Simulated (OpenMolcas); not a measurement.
## Nb2+ in a point-charge field

Nb2+ among 6 point charges of -1.1 e arranged as an octahedron (Oh), 2.25 Å from the ion.
```
   2.2500    0.0000    0.0000  -1.10
   0.0000    2.2500    0.0000  -1.10
  -2.2500    0.0000    0.0000  -1.10
   0.0000   -2.2500    0.0000  -1.10
   0.0000    0.0000    2.2500  -1.10
   0.0000    0.0000   -2.2500  -1.10
```

```
Program             : OpenMolcas
Method              : CASSCF
Basis               : ANO-RCC-VTZP [7s6p4d2f1g]
Scalar Hamiltonian  : DKH2, point nucleus
Active space        : 3 electrons in 5 orbitals (4d)
State averaging     : 2S+1 = 4 even, 10 roots; 2S+1 = 2 even, 40 roots
Spin-orbit coupling : RASSI with atomic mean-field integrals over the reference wave functions
```

The lowest spin-free states (labels of O, the rotations of Oh), above the lowest:

```csv
State,Degeneracy,E (cm-1),Free-ion L (%)
4A2,1,0.0,F (100)
4T2,3,7443,F (100)
2E,2,12254,G (65)
4T1,3,12370,F (83)
2T1,3,12760,G (47)
2T2,3,16666,D (45)
2A1,1,17492,G (100)
2S+1 = 2,6,20174,H (45)
4T1,3,20553,P (83)
2E,2,21236,H (51)
2T1,3,24510,H (42)
2T1,3,28172,H (71)
2T2,3,28690,D (54)
2A2,1,30548,F (100)
2T2,3,31962,F (65)
2E,2,33677,D (49)
2T1,3,36129,F (81)
2E,2,47615,D (86)
2T2,3,50544,D (89)
```

The lowest levels with spin-orbit coupling:

| E (cm-1) | Degeneracy | Label | 2S+1 | g |
| --- | --- | --- | --- | --- |
| 0.0 | 4 | Γ8 | 4 |  |
| 7295 | 2 | Γ7 | 4 | 2.73 2.73 2.73 |
| 7384 | 4 | Γ8 | 4 |  |
| 7511 | 4 | Γ8 | 4 |  |
| 7619 | 2 | Γ6 | 4 | 2.51 2.51 2.51 |
| 12033 | 4 | Γ8 | 4 (53 %) |  |
| 12105 | 2 | Γ7 | 4 | 1.00 1.00 1.00 |
| 12189 | 4 | Γ8 | 4 (68 %) |  |
| 12426 | 4 | Γ8 | 2 (67 %) |  |
| 12618 | 2 | Γ6 | 4 (58 %) | 2.52 2.52 2.52 |
| 13191 | 2 | Γ6 | 2 (59 %) | 1.71 1.71 1.71 |
| 13296 | 4 | Γ8 | 2 (52 %) |  |
| 16737 | 4 | Γ8 | 2 |  |
| 17021 | 2 | Γ7 | 2 | 1.45 1.45 1.45 |
| 17699 | 2 | Γ6 | 2 | 2.73 2.73 2.73 |
| 19744 | 2 | Γ6 | 2 (78 %) | 0.33 0.33 0.33 |
| 19830 | 4 | Γ8 | 2 (51 %) |  |
| 20165 | 2 | Γ7 | 2 | 0.29 0.29 0.29 |
| 20204 | 4 | Γ8 | 2 |  |
| 20592 | 2 | Γ6 | 4 (75 %) | 2.47 2.47 2.47 |

Powder χT (cm3 K/mol): 1.53 at 2 K, 1.53 at 10 K, 1.54 at 50 K, 1.55 at 100 K, 1.58 at 200 K, 1.61 at 300 K. The effective moment at 300 K is 2.828 √(χT) = 3.58 μB.

The lowest level has 2S+1 = 4, for which the spin-only value is χT = S(S+1) / 2 = 1.875 cm3 K/mol (g = 2). The computed 1.606 at 300 K differs by -0.269, through orbital momentum, spin-orbit coupling and any other state in reach.

Without dynamic correlation the repulsion within the d shell is too large (B by tens of per cent), so at a given field states of lower spin stand too high. This is an electrostatic model: the charges have no orbitals. A group larger than the point group allows holds several states that coincide in this model. No measured value stands beside these numbers.
